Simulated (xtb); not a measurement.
C$_{2}$H$_{8}$Si, singlet, geometry from GFN2-xTB; GFN0-xTB run with xtb.

Input for xtb:
```
$ xtb mol.xyz --gfn 0 --ohess --json

# file mol.xyz
11

Si     0.03546107    -0.43348006    -0.37037273
C      1.45753028     0.73873281     0.08712166
C     -1.52290395     0.06040205     0.59567275
H      0.40740896    -1.81447085    -0.03255476
H     -0.23071309    -0.34547884    -1.81294296
H      1.21576604     1.77029475    -0.15390745
H      2.36525377     0.48151727    -0.45044984
H      1.68282158     0.69510725     1.14919776
H     -2.35613024    -0.59304426     0.35515928
H     -1.82783780     1.07758693     0.36542227
H     -1.36078226     0.00239943     1.66852748
```

Question: Predict the main parts of the log of this xtb run.

Answer: 
```
   ID    Z sym.   atoms
    1   14 Si     1
    2    6 C      2, 3
    3    1 H      4-11

           -------------------------------------------------
          |                Calculation Setup                |
           -------------------------------------------------

           -------------------------------------------------
          |                 G F N 0 - x T B                 |
           -------------------------------------------------

          ...................................................
          :                      SETUP                      :
          :.................................................:
          :  # basis functions                  34          :
          :  # atomic orbitals                  33          :
          :  # shells                           23          :
          :  # electrons                        20          :
          :  electronic temp.          300.0000000     K    :
          :  accuracy                    1.0000000          :
          :  -> integral cutoff          0.2500000E+02      :
          :  -> integral neglect         0.1000000E-07      :
          ...................................................

         :::::::::::::::::::::::::::::::::::::::::::::::::::::
         ::                     SUMMARY                     ::
         :::::::::::::::::::::::::::::::::::::::::::::::::::::
         :: total energy             -10.516395385055 Eh    ::
         :: gradient norm              0.018762974508 Eh/a0 ::
         :: HOMO-LUMO gap              6.061915865948 eV    ::
         ::.................................................::
         :: H0 energy                -10.615631944120 Eh    ::
         :: repulsion energy           0.161934226721 Eh    ::
         :: electrostat energy        -0.060515759315 Eh    ::
         :: -> Gsolv                   0.000000000000 Eh    ::
         ::    -> Gsasa                0.000000000000 Eh    ::
         ::    -> Gshift               0.000000000000 Eh    ::
         :: dispersion energy         -0.002181908341 Eh    ::
         :: short-range corr.          0.000000000000 Eh    ::
         :: add. restraining           0.000000000000 Eh    ::
         :: total charge              -0.000000000000 e     ::
         :::::::::::::::::::::::::::::::::::::::::::::::::::::

      -----------------------------------------------------------
     |                   =====================                   |
     |                        A N C O P T                        |
     |                   =====================                   |
     |               Approximate Normal Coordinate               |
     |                Rational Function Optimizer                |
      -----------------------------------------------------------
      -----------------------------------------------------------
     |                   =====================                   |
     |                        A N C O P T                        |
     |                   =====================                   |
     |               Approximate Normal Coordinate               |
     |                Rational Function Optimizer                |
      -----------------------------------------------------------

          ...................................................
          :                      SETUP                      :
          :.................................................:
          :   optimization level            normal          :
          :   max. optcycles                   200          :
          :   ANC micro-cycles                  20          :
          :   degrees of freedom                27          :
          :.................................................:
          :   RF solver                   davidson          :
          :   write xtbopt.log                true          :
          :   linear?                        false          :
          :   energy convergence         0.5000000E-05 Eh   :
          :   grad. convergence          0.1000000E-02 Eh/α :
          :   maxmium RF displ.          1.0000000          :
          :   Hlow (freq-cutoff)         0.1000000E-01      :
          :   Hmax (freq-cutoff)         5.0000000          :
          :   S6 in model hess.         20.0000000          :
          ...................................................

generating ANC from exact Hessian ...
Using Lindh-Hessian (1995)
 Shifting diagonal of input Hessian by    5.7690502743301007E-003
 Lowest  eigenvalues of input Hessian
    0.000000    0.000000    0.000000    0.000000    0.000000    0.000000
    0.010000    0.010157    0.010750    0.018054    0.018590    0.020931
    0.026438    0.040308    0.040977    0.041147    0.054634    0.090448
 Highest eigenvalues
    0.906695    0.961331    1.080918    1.081505    1.084513    1.087962

........................................................................
.............................. CYCLE    1 ..............................
........................................................................
 * total energy  :   -10.5163954 Eh     change        0.0000000E+00 Eh
   gradient norm :     0.0187630 Eh/α   predicted     0.0000000E+00 (   0.00%)
   displ. norm   :     0.1662368 α      lambda       -0.2212425E-02
   maximum displ.:     0.1313146 α      in ANC's #12, #7, #10, ...

........................................................................
.............................. CYCLE    2 ..............................
........................................................................
 * total energy  :   -10.5178285 Eh     change       -0.1433162E-02 Eh
   gradient norm :     0.0069230 Eh/α   predicted    -0.1136782E-02 ( -20.68%)
   displ. norm   :     0.0921749 α      lambda       -0.3788778E-03
   maximum displ.:     0.0508213 α      in ANC's #12, #7, #1, ...

........................................................................
[...]
 * total energy  :   -10.5180220 Eh     change       -0.1934510E-03 Eh
 * total energy  :   -10.5180285 Eh     change       -0.6526935E-05 Eh
 * total energy  :   -10.5180294 Eh     change       -0.9001182E-06 Eh
   *** GEOMETRY OPTIMIZATION CONVERGED AFTER 5 ITERATIONS ***
         :: total energy             -10.518029424640 Eh    ::
[...]
     5   1 H    0.920 --     1 Si   0.899
     6   1 H    0.982 --     2 C    0.951
     7   1 H    0.982 --     2 C    0.953
     8   1 H    0.982 --     2 C    0.951
     9   1 H    0.982 --     3 C    0.953
    10   1 H    0.982 --     3 C    0.951
    11   1 H    0.982 --     3 C    0.951
 ---------------------------------------------------------------------------

Topologies differ in total number of bonds
Writing topology from bond orders to xtbtopo.mol

 dipole moment from electron density (au)
     X       Y       Z
  -0.0254   0.3109   0.2657  total (Debye):    1.041

           -------------------------------------------------
          |               Frequency Printout                |
           -------------------------------------------------
 projected vibrational frequencies (cm⁻¹)
eigval :       -0.00    -0.00    -0.00     0.00     0.00     0.00
eigval :      114.98   135.05   172.76   391.47   513.70   581.28
eigval :      629.95   683.48   691.06   698.06   708.33   709.99
eigval :      823.91  1249.01  1252.24  1410.18  1410.83  1410.87
eigval :     1411.78  2120.32  2163.17  3013.77  3013.79  3073.93
eigval :     3074.13  3079.28  3080.29
 reduced masses (amu)
   1: 11.43   2: 12.87   3: 12.86   4: 17.45   5: 14.78   6: 13.65   7:  1.19   8:  2.82
   9: 11.61  10:  3.71  11:  1.12  12:  2.39  13: 10.92  14:  5.29  15:  7.08  16: 13.06
  17:  2.69  18:  6.39  19:  1.70  20:  3.47  21:  3.43  22:  1.65  23:  1.65  24:  1.66
  25:  1.66  26:  2.04  27:  1.50  28:  1.25  29:  1.25  30:  1.98  31:  1.98  32:  1.99
  33:  1.98
 IR intensities (km·mol⁻¹)
   1:  0.01   2:  0.01   3:  0.01   4:  0.01   5:  0.03   6:  0.01   7:  0.00   8:  0.00
   9:  0.03  10:  0.00  11:  0.00  12:  0.30  13:  1.36  14: 15.38  15:  8.05  16:  2.39
  17:  0.00  18:  9.59  19: 10.14  20: 38.68  21: 24.26  22: 15.06  23:  6.69  24:  0.02
  25: 26.35  26:  9.24  27: 17.12  28:  5.96  29:  3.83  30:  2.98  31:  0.00  32:  1.12
  33:  1.43
 Raman intensities (Ä⁴*amu⁻¹)
   1:  0.00   2:  0.00   3:  0.00   4:  0.00   5:  0.00   6:  0.00   7:  0.00   8:  0.00
   9:  0.00  10:  0.00  11:  0.00  12:  0.00  13:  0.00  14:  0.00  15:  0.00  16:  0.00
  17:  0.00  18:  0.00  19:  0.00  20:  0.00  21:  0.00  22:  0.00  23:  0.00  24:  0.00
  25:  0.00  26:  0.00  27:  0.00  28:  0.00  29:  0.00  30:  0.00  31:  0.00  32:  0.00
  33:  0.00
 output can be read by thermo (or use thermo option).
 writing <g98.out> molden fake output.
 recommended (thermochemical) frequency scaling factor: 1.0
           -------------------------------------------------
          |             Thermodynamic Functions             |
           -------------------------------------------------

c2v symmetry found (for desy threshold:  0.10E+00) used in thermo

          ...................................................
          :                      SETUP                      :
          :.................................................:
          :  # frequencies                          27      :
          :  # imaginary freq.                       0      :
          :  linear?                             false      :
          :  only rotor calc.                    false      :
          :  symmetry                              c2v      :
          :  rotational number                       2      :
          :  scaling factor                  1.0000000      :
          :  rotor cutoff                   50.0000000 cm⁻¹ :
          :  imag. cutoff                  -20.0000000 cm⁻¹ :
          :.................................................:

    mode    ω/cm⁻¹     T·S(HO)/kcal·mol⁻¹    T·S(FR)/kcal·mol⁻¹   T·S(vib)
   ------------------------------------------------------------------------
       1    114.98    -0.94904 ( 96.55%)    -0.80926 (  3.45%)    -0.94422
       2    135.05    -0.85653 ( 98.16%)    -0.76168 (  1.84%)    -0.85478
       3    172.76    -0.71712 ( 99.30%)    -0.68884 (  0.70%)    -0.71693
   ------------------------------------------------------------------------

   temp. (K)  partition function   enthalpy   heat capacity  entropy
                                   cal/mol     cal/K/mol   cal/K/mol   J/K/mol
 298.15  VIB   15.3                 2210.705     15.972     12.811
         ROT  0.193E+05              888.752      2.981     22.591
         INT  0.295E+06             3099.458     18.953     35.401
         TR   0.452E+27             1481.254      4.968     38.186
         TOT                        4580.7117    23.9208    73.5880   307.8920

       T/K    H(0)-H(T)+PV         H(T)/Eh          T*S/Eh         G(T)/Eh
   ------------------------------------------------------------------------
    298.15    0.729983E-02    0.929991E-01    0.349640E-01    0.580351E-01
   ------------------------------------------------------------------------

         :::::::::::::::::::::::::::::::::::::::::::::::::::::
         ::                  THERMODYNAMIC                  ::
         :::::::::::::::::::::::::::::::::::::::::::::::::::::
         :: total free energy         -10.459994348505 Eh   ::
         ::.................................................::
         :: total energy              -10.518029424640 Eh   ::
         :: zero point energy           0.085699257814 Eh   ::
         :: G(RRHO) w/o ZPVE           -0.027664181679 Eh   ::
         :: G(RRHO) contrib.            0.058035076135 Eh   ::
         :::::::::::::::::::::::::::::::::::::::::::::::::::::

optimized geometry written to: xtbopt.xyz

           -------------------------------------------------
          | TOTAL ENERGY              -10.518029424640 Eh   |
          | TOTAL ENTHALPY            -10.425030338095 Eh   |
          | TOTAL FREE ENERGY         -10.459994348505 Eh   |
          | GRADIENT NORM               0.000121616524 Eh/α |
          | HOMO-LUMO GAP               6.258779294153 eV   |
           -------------------------------------------------

normal termination of xtb
```
